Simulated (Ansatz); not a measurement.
One change: `N[Si]N([SiH3])[SiH3]` becomes `CN([SiH3])[SiH3]`.

Ansatz, PBE0-D4/def2-TZVP geometries, multiplicity 1. Each molecule was computed in one conformer, which needn't be the lowest.

```tsv
property	`N[Si]N([SiH3])[SiH3]`
HOMO–LUMO gap (PBE0/def2-TZVPP) / eV	5.65
LUMO energy (ωB97M-V/def2-TZVPP) / eV	0.95
LUMO energy (PBE0/def2-TZVPP) / eV	-0.96
size of the dipole moment (ωB97M-V/def2-TZVPP) / D	1.70
size of the dipole moment (B3LYP/def2-TZVPP) / D	1.71
LUMO energy (PBE/def2-TZVPP) / eV	-1.77
```

**Question.** What does the change do to each property? (Best estimate.)

**Answer.** Ansatz gave: 
```tsv
property	`CN([SiH3])[SiH3]`	shift
HOMO–LUMO gap (PBE0/def2-TZVPP) / eV	7.18	1.53
LUMO energy (ωB97M-V/def2-TZVPP) / eV	1.76	0.81
LUMO energy (PBE0/def2-TZVPP) / eV	0.09	1.05
size of the dipole moment (ωB97M-V/def2-TZVPP) / D	0.89	-0.81
size of the dipole moment (B3LYP/def2-TZVPP) / D	0.87	-0.84
LUMO energy (PBE/def2-TZVPP) / eV	-0.76	1.01
```

With PBE0 the HOMO falls by 0.47 eV and the LUMO rises by 1.05 eV, so the gap widens by about 1.52 eV. PBE moves the HOMO by -0.25 eV and ωB97M-V by -0.62 eV. Dipoles are sizes alone; their direction can turn.

B3LYP here is the variant with VWN-RPA as its local correlation; programs differ in this.
